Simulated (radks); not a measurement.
Results of a calculation; reference values are marked as such.
Q: Numerical settings for the fluorine ion F+, [He] 2s2 2p4. Level of theory: non-relativistic Kohn-Sham, PBE, spin-polarised, spherical densities, point nucleus; open shells are filled with parallel spins first (a radial shooting solver on a logarithmic mesh with Libxc functionals). The defaults (mesh step 0.008 in ln r, mesh end at 40 bohr or more with all orbitals vanishing there, Anderson mixing 0.5 over 9 steps, residual threshold near 1e-9 with the energy settled to 1e-9 hartree or 1e-11 of itself, here a cap of 81 iterations) give E = -99.0098 hartree and 2p at -25.975 eV in 14 iterations. Run on one thread of a shared host, so times are rough (Arm Neoverse V2): 0.06 s of CPU time, 0.06 s wall, 14 iterations on 2476 mesh points. One setting is changed at a time: mesh step in ln r 0.03; mesh step in ln r 0.05; mesh step in ln r 0.08; mesh end (bohr) 3; mesh end (bohr) 2; residual threshold 1e-16; residual threshold 1e-13; mixing 1; linear mixing, mixing 0.2; linear mixing, mixing 0.8; mixing history 3; iteration cap 5. Which runs fail to converge, and which converge to a wrong energy?

A: Not converged within the cap: residual threshold 1e-16; residual threshold 1e-13; linear mixing, mixing 0.2; iteration cap 5. Settings that end as converged yet miss the energy by more than 1 mhartree: mesh end (bohr) 3 (+0.0655 hartree); mesh end (bohr) 2 (+0.986 hartree).
